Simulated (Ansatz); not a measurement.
One change: `[CH2]1[S][GeH2]1` becomes `[CH2]1[GeH2][Se]1`.

Ansatz, PBE0-D4/def2-TZVP geometries, multiplicity 1. 

Scalar relativity is left out up to krypton.

```csv
property,`[CH2]1[S][GeH2]1`
LUMO energy (ωB97M-V/def2-TZVPP) / eV,1.39
zero-point energy (PBE0-D4/def2-TZVP) / kJ/mol,114.1
LUMO energy (PBE/def2-TZVPP) / eV,-1.31
HOMO energy (B3LYP/def2-TZVPP) / eV,-6.52
LUMO energy (PBE0/def2-TZVPP) / eV,-0.47
"ideal-gas entropy at 298 K and 1 bar (rigid rotor, harmonic PBE0-D4/def2-TZVP) / J/(mol·K)",290
```

(1) What does the change do to each property? (An estimate is asked.)

Results:

(1) The calculation gave: 
| property | `[CH2]1[GeH2][Se]1` | shift |
| --- | --- | --- |
| LUMO energy (ωB97M-V/def2-TZVPP) / eV | 1.12 | -0.27 |
| zero-point energy (PBE0-D4/def2-TZVP) / kJ/mol | 112.1 | -2.0 |
| LUMO energy (PBE/def2-TZVPP) / eV | -1.53 | -0.22 |
| HOMO energy (B3LYP/def2-TZVPP) / eV | -6.22 | 0.30 |
| LUMO energy (PBE0/def2-TZVPP) / eV | -0.71 | -0.24 |
| ideal-gas entropy at 298 K and 1 bar (rigid rotor, harmonic PBE0-D4/def2-TZVP) / J/(mol·K) | 303 | 13 |

With PBE0 the HOMO rises by 0.31 eV and the LUMO falls by 0.24 eV, so the gap narrows by about 0.55 eV. PBE moves the HOMO by 0.23 eV and ωB97M-V by 0.34 eV.

B3LYP here is the variant with VWN-RPA as its local correlation; programs differ in this.

Spin–orbit coupling is left out; it splits and shifts lone-pair levels of the heavy atoms by tenths of an eV.
